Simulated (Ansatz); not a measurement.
`Sc1cc2sc(-c3cc4sc(-c5cc6sc(-c7cc8sc(-c9cc%10sc(-c%11cc%12sc(S)cc%12s%11)cc%10s9)cc8s7)cc6s5)cc4s3)cc2s1`. The state is a singlet with charge 0. Geometry PBE-D4/def2-SVP; atoms count from 1.

Cartesian coordinates in Å:
```
S 5.834 18.285 1.521
C 5.369 16.588 1.456
C 4.083 16.082 1.601
C 4.050 14.681 1.372
S 2.810 13.459 1.414
C 3.985 12.192 1.034
C 3.545 10.825 0.917
C 2.285 10.291 1.199
C 2.240 8.898 0.957
S 1.020 7.665 1.094
C 2.156 6.419 0.552
C 1.725 5.049 0.434
C 2.352 4.006 -0.254
C 1.625 2.798 -0.144
S 1.826 1.179 -0.756
C 0.333 0.648 0.032
C -0.118 -0.714 -0.096
C -1.390 -1.221 0.186
C -1.460 -2.613 -0.048
S -2.707 -3.821 0.091
C -1.606 -5.086 -0.479
C -2.079 -6.441 -0.591
C -3.355 -6.940 -0.317
C -3.434 -8.333 -0.544
S -4.685 -9.534 -0.399
C -3.582 -10.811 -0.933
C -4.056 -12.169 -1.030
C -5.308 -12.677 -0.678
C -5.392 -14.073 -0.908
S -6.618 -15.289 -0.691
C -5.558 -16.533 -1.364
S -6.053 -18.222 -1.404
C -4.307 -16.034 -1.706
C -4.217 -14.642 -1.443
S -2.986 -13.429 -1.660
C -2.307 -10.313 -1.212
C -2.229 -8.918 -0.992
S -0.977 -7.716 -1.134
C -0.335 -4.579 -0.762
C -0.258 -3.188 -0.517
S 0.989 -1.980 -0.648
C -0.290 1.691 0.724
C 0.439 2.897 0.617
S 0.234 4.515 1.226
C 3.417 6.952 0.269
C 3.456 8.348 0.494
S 4.673 9.585 0.347
C 5.273 12.707 0.878
C 5.303 14.112 1.062
S 6.538 15.338 1.015
H 6.642 18.209 2.622
H 3.227 16.713 1.872
H 1.449 10.898 1.571
H 3.278 4.139 -0.828
H -2.224 -0.592 0.520
H -4.182 -6.307 0.032
H -6.111 -12.054 -0.262
H -7.013 -18.107 -2.373
H -3.517 -16.663 -2.136
H -1.479 -10.948 -1.553
H 0.490 -5.204 -1.129
H -1.218 1.559 1.295
H 4.265 6.340 -0.061
H 6.143 12.080 0.645
```

Single mean-field runs in def2-SVP are fitted with def2-universal-jkfit.

(1) Estimate the Mulliken populations of the heavy atoms from the PBE0/def2-SVP orbitals of Ansatz.

(2) And the Mayer bond orders between heavy atoms (over 0.3, the first 40 of 61)?

Results:

(1) 
```
atom  charge (e)
  S1        0.00
  C2       -0.28
  C3        0.06
  C4       -0.08
  S5        0.14
  C6       -0.10
  C7       -0.10
  C8       -0.03
  C9       -0.06
 S10        0.15
 C11       -0.11
 C12       -0.11
 C13       -0.01
 C14       -0.06
 S15        0.15
 C16       -0.11
 C17       -0.11
 C18       -0.01
 C19       -0.06
 S20        0.14
 C21       -0.10
 C22       -0.10
 C23       -0.03
 C24       -0.06
 S25        0.15
 C26       -0.10
 C27       -0.10
 C28       -0.03
 C29       -0.08
 S30        0.17
 C31       -0.28
 S32        0.00
 C33        0.06
 C34       -0.08
 S35        0.14
 C36       -0.03
 C37       -0.06
 S38        0.15
 C39       -0.03
 C40       -0.06
 S41        0.16
 C42       -0.01
 C43       -0.06
 S44        0.15
 C45       -0.01
 C46       -0.06
 S47        0.15
 C48       -0.03
 C49       -0.08
 S50        0.17
```
Mulliken values depend strongly on the basis.

(2) S1–C2 1.07 (1.76 Å); C2–C3 1.53 (1.39 Å); C2–S50 1.10 (1.77 Å); C3–C4 1.28 (1.42 Å); C4–S5 1.08 (1.74 Å); C4–C49 1.40 (1.41 Å); S5–C6 1.10 (1.77 Å); C6–C7 1.20 (1.44 Å); C6–C48 1.50 (1.40 Å); C7–C8 1.49 (1.40 Å); C7–S47 1.10 (1.77 Å); C8–C9 1.30 (1.41 Å); C9–S10 1.08 (1.74 Å); C9–C46 1.39 (1.41 Å); S10–C11 1.10 (1.77 Å); C11–C12 1.17 (1.44 Å); C11–C45 1.50 (1.40 Å); C12–C13 1.51 (1.40 Å); C12–S44 1.10 (1.77 Å); C13–C14 1.30 (1.41 Å); C14–S15 1.07 (1.74 Å); C14–C43 1.39 (1.41 Å); S15–C16 1.10 (1.77 Å); C16–C17 1.17 (1.44 Å); C16–C42 1.50 (1.40 Å); C17–C18 1.50 (1.40 Å); C17–S41 1.10 (1.77 Å); C18–C19 1.30 (1.41 Å); C19–S20 1.07 (1.74 Å); C19–C40 1.39 (1.41 Å); S20–C21 1.10 (1.77 Å); C21–C22 1.21 (1.44 Å); C21–C39 1.48 (1.40 Å); C22–C23 1.48 (1.40 Å); C22–S38 1.10 (1.77 Å); C23–C24 1.30 (1.41 Å); C24–S25 1.08 (1.74 Å); C24–C37 1.40 (1.41 Å); S25–C26 1.10 (1.77 Å); C26–C27 1.20 (1.44 Å).
